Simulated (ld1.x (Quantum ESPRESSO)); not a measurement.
Before and after: RRKJ potential for P (Z = 15)

phosphorus, norm-conserving RRKJ (Kleinman–Bylander form), made with ld1.x (Quantum ESPRESSO) 7.5 (revPBE, scalar-relativistic). Core [Ne], reference 3s1.5 3p3.5. Waves: 3p (bound): rc 1.65 bohr; 3s (bound): rc 1.75 bohr. Local part: the s channel. Core correction: a·sin(br)/r model core, default radius (core density twice the valence density). rho0 = 0.005.

All-electron outer shells of the reference configuration (revPBE, scalar-relativistic, ld1.x):

| shell | level (eV) | outermost node (bohr) | outermost maximum (bohr) |
| --- | --- | --- | --- |
| 2s | -174.89 | 0.14 | 0.42 |
| 2p | -125.23 | – | 0.36 |
| 3s | -14.30 | 0.65 | 1.58 |
| 3p | -5.77 | 0.64 | 1.83 |

Change: all radii but the core radius scaled by about 1.25 (s 2.18, p 2.06 bohr).

Cutoffs: the cutoffs (Ry, on a coarse ladder) from which the occupation-weighted sum of valence levels, in a spherical-Bessel basis at the reference potential, stays within 10 and 1 mRy of its value at 400 Ry; they do not see the model core or the augmentation charge, which bear on the density cutoff. Errors are all-electron minus pseudo energies relative to the spin-unpolarised reference configuration.

**Question.** What does the change do?

**Answer.** The potential gets softer (30 Ry and 45 Ry → 25 Ry and 35 Ry); of the 7 tests that both files solve, the error grows in 7 and shrinks in 0 by more than 15 % and 0.3 meV (median size 13.2 → 48.1 meV); neither file shows a bound ghost. A larger radius leaves more room for a smooth pseudo-wave, so fewer plane waves are needed. More of the atom is replaced by a form fitted at one configuration, so other configurations suffer.

| quantity | base | changed |
| --- | --- | --- |
| cutoff, loose | 30 Ry | 25 Ry |
| cutoff, tight | 45 Ry | 35 Ry |
| loose cutoff by channel (10 mRy a level) | p 8 Ry, s 15 Ry | p 8 Ry, s 12 Ry |
| bound ghosts | none | none |
| error for 3s2 3p3, meV [ΔE -4.25 eV] | -1.2 | -4.6 |
| error for 3s2 3p2, meV [ΔE 5.46 eV] | +0.9 | +2.5 |
| error for 3s2 3p1, meV [ΔE 24.58 eV] | +24 | +55 |
| error for 3s0 3p5, meV [ΔE 12.93 eV] | -13 | -48 |
| error for 3s1 3p4, meV [ΔE 4.28 eV] | -1.4 | -5.1 |
| error for 3s2 3p0, meV [ΔE 54.28 eV] | +96 | +204 |
| error for 3s1 3p0, meV [ΔE 106.18 eV] | +223 | +342 |
